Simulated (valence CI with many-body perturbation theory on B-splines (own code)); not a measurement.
The numbers below are computed, except where a source is named.
## Energy levels of Sb¹⁸⁺

Method: configuration interaction combined with many-body perturbation theory (CI+MBPT): five valence electrons over a frozen Dirac-Fock core [Ar] 3d10, a basis of 11 s, 11 p, 10 d, 8 f, 5 g, 2 h functions for each j, with the one-electron correlation potential Σ1 (screened to all orders), the two-electron term Σ2, the three-electron term Σ3, Breit, model QED; selected single and double excitations, second order for the rest, scaled by the run's own slope (own B-spline code, finite nucleus).

No measured spectrum was set against this ion. As an estimate, levels hold to about 250 cm⁻¹ or 0.2 % of their energy and the worst to 1 %, as in measured heavy ions of charge 2 to 7; those with d or f electrons hold less well. Among the levels kept, up to 2100 cm⁻¹ of a level comes from second order outside the variational space, and about a tenth of that is noise between levels of different J, which matters for small intervals.

Levels 46 to 90 of 168, with energies above the lowest level, 4s2 4p3 4S°_3/2. "Leading %" is the weight of the configuration and term that name the level; weights of strongly mixed levels are sums over their largest components and can fall short. In the jj column 3d3/2^4 stands for four electrons in 3d with j = 3/2.

```csv
No.,Configuration,Term,J,E (eV),Leading %,g,Leading jj
46,4s 4p3 4d,6D°,7/2,123.79,70,1.506,4s 4p1/2^2 4p3/2 4d3/2 (38 %)
47,4s 4p3 4d,6D°,9/2,125.07,79,1.503,4s 4p1/2^2 4p3/2 4d5/2 (63 %)
48,4p5,2P°,1/2,128.97,67,0.670,4p1/2 4p3/2^4 (67 %)
49,4s 4p3 4d,4F°,3/2,129.07,50,0.762,4s 4p1/2^2 4p3/2 4d3/2 (42 %)
50,4s 4p3 4d,4D°,5/2,129.76,43,1.303,4s 4p1/2^2 4p3/2 4d5/2 (53 %)
51,4s 4p3 4d,4D°,7/2,133.10,48,1.352,4s 4p1/2 4p3/2^2 4d5/2 (53 %)
52,4s 4p3 4d,4G°,5/2,133.95,47,0.859,4s 4p1/2^2 4p3/2 4d3/2 (43 %)
53,4s 4p3 4d,4D°,3/2,134.06,56,0.996,4s 4p1/2 4p3/2^2 4d3/2 (66 %)
54,4s 4p3 4d,4D°,1/2,134.17,85,0.209,4s 4p1/2 4p3/2^2 4d3/2 (40 %)
55,4s 4p3 4d,4F°,5/2,135.04,49,1.046,4s 4p1/2 4p3/2^2 4d3/2 (48 %)
56,4s 4p3 4d,4G°,7/2,135.66,36,1.189,4s 4p1/2 4p3/2^2 4d3/2 (55 %)
57,4s 4p3 4d,2S°,1/2,136.32,34,1.502,4s 4p1/2^2 4p3/2 4d3/2 (55 %)
58,4s 4p3 4d,4F°,7/2,136.37,63,1.215,4s 4p1/2^2 4p3/2 4d5/2 (37 %)
59,4s 4p3 4d,4G°,9/2,137.63,59,1.250,4s 4p1/2 4p3/2^2 4d5/2 (52 %)
60,4s 4p3 4d,4D°,1/2,138.09,59,0.766,4s 4p1/2 4p3/2^2 4d3/2 (28 %)
61,4s 4p3 4d,4F°,9/2,139.05,83,1.318,4s 4p1/2 4p3/2^2 4d5/2 (74 %)
62,4s 4p3 4d,2G°,7/2,139.98,52,1.045,4s 4p1/2^2 4p3/2 4d5/2 (40 %)
63,4s 4p3 4d,4D°,3/2,140.32,67,1.190,4s 4p1/2^2 4p3/2 4d5/2 (30 %)
64,4s 4p3 4d,2D°,5/2,140.73,26,1.177,4s 4p1/2^2 4p3/2 4d5/2 (32 %)
65,4s 4p3 4d,4P°,3/2,141.07,42,1.510,4s 4p1/2^2 4p3/2 4d5/2 (35 %)
66,4s 4p3 4d,4G°,11/2,141.18,95,1.272,4s 4p1/2 4p3/2^2 4d5/2 (95 %)
67,4s 4p3 4d,2G°,9/2,142.27,67,1.154,4s 4p1/2 4p3/2^2 4d3/2 (55 %)
68,4s 4p3 4d,4P°,1/2,144.52,50,2.151,4s 4p1/2 4p3/2^2 4d5/2 (62 %)
69,4s 4p3 4d,4P°,5/2,144.71,49,1.400,4s 4p1/2 4p3/2^2 4d5/2 (39 %)
70,4s 4p3 4d,4D°,7/2,145.06,25,1.142,4s 4p1/2 4p3/2^2 4d3/2 (39 %)
71,4s 4p3 4d,4F°,3/2,145.07,64,0.620,4s 4p1/2 4p3/2^2 4d3/2 (77 %)
72,4s 4p3 4d,4F°,5/2,145.48,50,0.977,4s 4p1/2 4p3/2^2 4d3/2 (63 %)
73,4s 4p3 4d,2P°,1/2,146.41,39,0.673,4s 4p1/2 4p3/2^2 4d5/2 (30 %)
74,4s 4p3 4d,2D°,3/2,146.58,31,1.316,4s 4p1/2 4p3/2^2 4d3/2 (52 %)
75,4s 4p3 4d,4D°,5/2,146.78,59,1.386,4s 4p1/2 4p3/2^2 4d5/2 (67 %)
76,4s 4p3 4d,2D°,3/2,147.66,36,0.917,4s 4p1/2 4p3/2^2 4d3/2 (35 %)
77,4s 4p3 4d,4D°,7/2,147.92,40,1.226,4s 4p1/2 4p3/2^2 4d5/2 (76 %)
78,4s 4p3 4d,4P°,3/2,148.12,54,1.426,4s 4p1/2 4p3/2^2 4d3/2 (41 %)
79,4s 4p3 4d,4P°,5/2,148.46,45,1.355,4s 4p1/2 4p3/2^2 4d5/2 (45 %)
80,4s 4p3 4d,4D°,7/2,148.89,36,1.255,4s 4p1/2 4p3/2^2 4d3/2 (31 %)
81,4s 4p3 4d,2G°,9/2,148.92,49,1.193,4s 4p1/2 4p3/2^2 4d5/2 (57 %)
82,4s 4p3 4d,2F°,5/2,149.74,25,1.125,4s 4p1/2 4p3/2^2 4d5/2 (42 %)
83,4s 4p3 4d,4S°,3/2,149.95,40,1.635,4s 4p1/2 4p3/2^2 4d5/2 (70 %)
84,4s 4p3 4d,2F°,7/2,150.05,42,1.182,4s 4p1/2 4p3/2^2 4d5/2 (45 %)
85,4s 4p3 4d,4D°,5/2,150.21,35,1.239,4s 4p1/2 4p3/2^2 4d5/2 (48 %)
86,4s 4p3 4d,4P°,1/2,150.99,38,1.316,4s 4p1/2 4p3/2^2 4d3/2 (67 %)
87,4s 4p3 4d,2D°,3/2,152.18,34,1.071,4s 4p1/2 4p3/2^2 4d5/2 (50 %)
88,4s 4p3 4d,2G°,7/2,152.20,28,1.143,4s 4p1/2 4p3/2^2 4d3/2 (29 %)
89,4s 4p3 4d,4D°,5/2,153.65,31,1.221,4s 4p1/2 4p3/2^2 4d5/2 (44 %)
90,4s 4p3 4d,4D°,7/2,153.66,49,1.281,4s 4p1/2 4p3/2^2 4d5/2 (63 %)
```

Names give the largest LS component (configuration and term), which can be under half, so a name can repeat, a term be missing and a line seem to break the LS rules; names also repeat where a configuration has a term twice.

Where two levels of one J and parity lie close, their mixing, g and order are uncertain.
